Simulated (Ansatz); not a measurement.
Consider the ligand exchange at the Si–Cl bond: `C[Si]Cl` + HBr → `C[Si]Br` + HCl.

Program: Ansatz. Geometries: PBE0-D4/def2-TZVP. ΔE: electronic, gas phase. CBS: MP2 limit from def2 TZ/QZ plus the TZ coupled-cluster correction, frozen cores. This one scheme is used for every species. Functionals use def2-TZVPP. For Br outer-core shells are correlated without core-valence functions, which leaves a few kJ/mol of doubt a bond. Scalar relativity is left out up to krypton.

`C[Si]Cl`:

```xyz
6

C    -0.129    0.226    0.542
Si   -0.090    0.617   -1.304
Cl    0.614   -1.231   -1.988
H    -0.787   -0.630    0.733
H    -0.478    1.080    1.127
H     0.870   -0.061    0.890
```

HBr:

Z-matrix (Å, degrees):
```
Br
H 1 1.420
```

`C[Si]Br`:

```xyz
6

C     0.086   -0.550    0.275
Si    1.015    0.978   -0.331
Br   -0.754    2.138   -1.137
H    -0.654   -0.266    1.032
H     0.773   -1.283    0.708
H    -0.466   -1.018   -0.547
```

HCl:

```xyz
2

Cl    0.329    0.455    0.306
H    -0.329   -0.455   -0.306
```

| level | ΔE (kJ/mol) |
| --- | --- |
| RPA@PBE/def2-TZVPP | -0.2 |
| CCSD/CBS(def2) | -2.1 |

Q: What does CCSD(T)/CBS give? (Estimate.)

A: Computed: -2.3 kJ/mol. The listed levels differ from it by 2.1, 0.2 kJ/mol.

Largest T1 diagnostic among the species: 0.012.

Leaving LDA and LC-ωPBE aside and taking each functional with its dispersion term where it has one, the values, not all of them listed here, spread over 5.6 kJ/mol, from HSE06-D4 to B97M-V.
